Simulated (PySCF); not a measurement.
C3H9BSi, SMILES B[SiH2]CC=C (GFN2-xTB optimised geometry):

```
14

B      1.507    -1.102     0.000
Si    -0.447    -1.102     0.000
C     -1.036     0.741     0.000
C     -0.431     1.483     1.131
C     -1.066     1.820     2.240
H      2.123    -1.219     0.988
H      2.122    -0.936    -0.982
H     -1.123    -1.723     1.154
H     -1.111    -1.698    -1.177
H     -0.740     1.196    -0.946
H     -2.123     0.773     0.064
H      0.621     1.723     1.017
H     -0.577     2.341     3.046
H     -2.108     1.588     2.382
```

Computed with B3LYP/def2-TZVP (PySCF 2.14.0).

Question: What are the frontier orbital energies and the dipole moment?

Answer: HOMO-2 -8.86 eV, HOMO-1 -8.37 eV, HOMO -6.86 eV, LUMO -2.78 eV, LUMO+1 -0.02 eV; dipole moment 0.52 D.

On the same geometry PBE/def2-TZVP (PySCF) gives HOMO-2 -7.70 eV, HOMO-1 -7.29 eV, HOMO -6.04 eV, LUMO -3.56 eV, LUMO+1 -0.82 eV; dipole moment 0.49 D.

Meta-Löwdin charges at B3LYP/def2-TZVP: B1 -0.18, Si2 0.52, C3 -0.40, C4 -0.09, C5 -0.28, H6 0.03, H7 0.03, H8 -0.11, H9 -0.10, H10 0.12, H11 0.12, H12 0.10, H13 0.12, H14 0.11.
